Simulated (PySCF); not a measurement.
Exercise with solution: chemical shift, span and skew from a shielding tensor

Si(Cl)2(NCO)(OH) (CHCl2NO2Si), SMILES O=C=N[Si](O)(Cl)Cl. Atoms are numbered in the order given.

```xyz
8

O      3.3834    -1.0756    -0.4638
C      2.2495    -0.8100    -0.4680
N      1.0773    -0.5466    -0.5031
Si    -0.5099    -0.0415    -0.1573
O     -1.6026    -0.7726    -1.1298
Cl    -0.5759     1.9883    -0.3776
Cl    -0.9874    -0.5387     1.7515
H     -1.5704    -0.5898    -2.0751
```

Geometry optimised at ωB97X-D3(BJ)/def2-SVP. The structure was generated by enumeration, and PubChem lists no compound with its InChIKey, so it may never have been made. Other conformers were not sampled.

GIAO shieldings from PBE/pcSseg-1 (PySCF), non-relativistic, no solvent. The symmetric part of the tensor of C2 has the principal values -44.4, -42.7, 269.5 ppm. The same nucleus in TMS has σ = 182.0 ppm at this level (PySCF, at its B3LYP-D3(BJ)/def2-TZVP geometry). Without spin–orbit terms, shifts of atoms bonded to Cl or Br come out too high.

**Question.** Work out the isotropic shielding, the ¹³C shift against TMS, the span and the skew.

**Answer.** 
σ(iso) = (σ11 + σ22 + σ33)/3 = 60.8 ppm. δ = σ(ref) − σ(iso) = 182.0 − (60.8) = 121.2 ppm.
Span Ω = σ33 − σ11 = 313.9 ppm. Skew κ = 3(σ(iso) − σ22)/Ω = 0.99, an axial tensor. Tumbling in solution averages the tensor to δ; in a static solid the shielding alone would spread this spin-1/2 line over Ω.
